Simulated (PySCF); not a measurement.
Assigning NMR signals

Mapped SMILES: `[CH3:1][SiH2:2][SiH2:3][N:4]([SiH3:5])[SiH3:6]`; H(Xn) means a hydrogen on atom n.

[PySCF 2.14.0 with density-fitted response routines: structure optimised with GFN2-xTB; PBE0/pcSseg-1 with gauge-including orbitals; single conformer; averaged over atoms made equivalent by symmetry, fast rotation or ring inversion; no solvent model; relativity neglected]

δ = σ(ref) − σ, references computed at the same level: ¹H (σref 31.72) against TMS.

Task: Assign these signals to the numbered atoms. ¹H NMR (500 MHz, computed): δ 5.10 (t, 2H), 4.75 (s, 6H), 3.91 (m, 2H), 0.24 (t, 3H).

Result: 
5.10 → H(Si3), hydrogen on a silicon bonded to N, Si
4.75 → H(Si5)/H(Si6), hydrogen on a silicon bonded to N
3.91 → H(Si2), hydrogen on a silicon bonded to C, Si
0.24 → H(C1), hydrogen on a methyl carbon bonded to Si: an electropositive neighbour shields it, as in TMS itself

Multiplicities follow the n + 1 count of equivalent neighbours, as no J values were calculated; m marks all less simple cases, F and P coupling included.
